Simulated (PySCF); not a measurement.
CH₄O, charge +1, doublet, geometry from GFN2-xTB (a state made from the parent by changing its charge; the spin is typed, not shown lowest), with bond 5-1 at 2.2 times its length; PBE0/3-21G run with PySCF.

PySCF was given this input:
```python
from pyscf import gto, scf, dft

mol = gto.M(
    atom='''
C    -0.08203668    0.60493218    0.11482401
O     0.06067739   -0.68366516   -0.17494028
H    -1.18198643    0.86214509    0.11391237
H     0.62482878   -1.22970011    0.41246267
H     1.06448021    1.45645824    2.05587730
H     0.12485126    1.21529375   -0.81291782
''',
    basis='3-21g',
    charge=1,
    spin=1,
    verbose=4,
)

mf = dft.UKS(mol)
mf.xc = 'pbe0'
mf.kernel()
mo_i, mo_e, stable_i, stable_e = mf.stability(internal=True, external=False, return_status=True, nroots=6, tol=1e-6)
print('internally stable:', stable_i, ' externally stable:', stable_e)
if not stable_i:
    umf = mf.copy()
    umf.scf_summary = {}
    umf.kernel(umf.make_rdm1(mo_i, mf.mo_occ))
```

Output, abridged:

```
PySCF version 2.14.0

[INPUT] verbose = 4
[INPUT] num. atoms = 6
[INPUT] num. electrons = 17
[INPUT] charge = 1
[INPUT] spin (= nelec alpha-beta = 2S) = 1
[INPUT] symmetry False subgroup None
[INPUT] Mole.unit = angstrom
[INPUT] Symbol           X                Y                Z      unit          X                Y                Z       unit  Magmom
[INPUT]  1 C     -0.082036680000   0.604932180000   0.114824010000 AA   -0.155026857369   1.143156144136   0.216985931424 Bohr   0.0
[INPUT]  2 O      0.060677390000  -0.683665160000  -0.174940280000 AA    0.114663649053  -1.291939913307  -0.330589217355 Bohr   0.0
[INPUT]  3 H     -1.181986430000   0.862145090000   0.113912370000 AA   -2.233630635652   1.629218099738   0.215263181500 Bohr   0.0
[INPUT]  4 H      0.624828780000  -1.229700110000   0.412462670000 AA    1.180755268946  -2.323796423248   0.779441482907 Bohr   0.0
[INPUT]  5 H      1.064480210000   1.456458240000   2.055877300000 AA    2.011576061920   2.752307185466   3.885045042710 Bohr   0.0
[INPUT]  6 H      0.124851260000   1.215293750000  -0.812917820000 AA    0.235934687707   2.296572348396  -1.536192041578 Bohr   0.0

nuclear repulsion = 38.7193362281991
number of shells = 18
number of NR pGTOs = 42
number of NR cGTOs = 26
basis = 3-21g
ecp = {}

******** <class 'pyscf.dft.uks.UKS'> ********
method = UKS
initial guess = minao
damping factor = 0
level_shift factor = 0
DIIS = <class 'pyscf.scf.diis.CDIIS'>
diis_start_cycle = 1
diis_space = 8
diis_damp = 0
SCF conv_tol = 1e-09
SCF conv_tol_grad = None
SCF max_cycles = 50
direct_scf = True
direct_scf_tol = 1e-13
number electrons alpha = 9  beta = 8
XC library pyscf.dft.libxc version 7.1.2
    S. Lehtola, C. Steigemann, M. J. T. Oliveira, and M. A. L. Marques,  SoftwareX 7, 1–5 (2018)
XC functionals = pbe0
    C. Adamo and V. Barone,  J. Chem. Phys. 110, 6158 (1999)
    M. Ernzerhof and G. E. Scuseria,  J. Chem. Phys. 110, 5029 (1999)
radial grids:
    Treutler-Ahlrichs [JCP 102, 346 (1995); DOI:10.1063/1.469408] (M4) radial grids

becke partition: Becke, JCP 88, 2547 (1988); DOI:10.1063/1.454033
pruning grids: <function nwchem_prune>
grids dens level: 3
symmetrized grids: False
atomic radii adjust function: <function treutler_atomic_radii_adjust>
small_rho_cutoff = 0
Set gradient conv threshold to 3.16228e-05
tot grids = 67432
init E= -114.751368537598

cycle= 1 E= -114.314728909238  delta_E= 0.437  |g|= 0.393  |ddm|= 1.41
cycle= 2 E= -113.920183046769  delta_E= 0.395  |g|= 1.03  |ddm|= 1.03
cycle= 3 E= -114.409858939246  delta_E= -0.49  |g|= 0.0331  |ddm|= 0.726
cycle= 4 E= -114.410854431615  delta_E= -0.000995  |g|= 0.0124  |ddm|= 0.0588
cycle= 5 E= -114.411046970252  delta_E= -0.000193  |g|= 0.00815  |ddm|= 0.0247
cycle= 6 E= -114.411124850584  delta_E= -7.79e-05  |g|= 0.00352  |ddm|= 0.0116
cycle= 7 E= -114.411185880029  delta_E= -6.1e-05  |g|= 0.00158  |ddm|= 0.0152
cycle= 8 E= -114.411202294103  delta_E= -1.64e-05  |g|= 0.000519  |ddm|= 0.0116
cycle= 9 E= -114.411202643179  delta_E= -3.49e-07  |g|= 4.91e-05  |ddm|= 0.00157
cycle= 10 E= -114.411202646788  delta_E= -3.61e-09  |g|= 1.76e-05  |ddm|= 0.000113
cycle= 11 E= -114.41120264715  delta_E= -3.62e-10  |g|= 5.52e-06  |ddm|= 4.08e-05
Extra cycle  E= -114.41120264715  delta_E= 5.12e-13  |g|= 7.37e-06  |ddm|= 1.36e-05
converged SCF energy = -114.41120264715  <S^2> = 0.75226438  2S+1 = 2.0022631
uhf_internal: lowest eigs of H = [0.02146488 0.14159212 0.21107815 0.36622981 0.39955039 0.46959261]
<class 'pyscf.dft.uks.UKS'> wavefunction is stable in the internal stability analysis
internally stable: True  externally stable: None
```
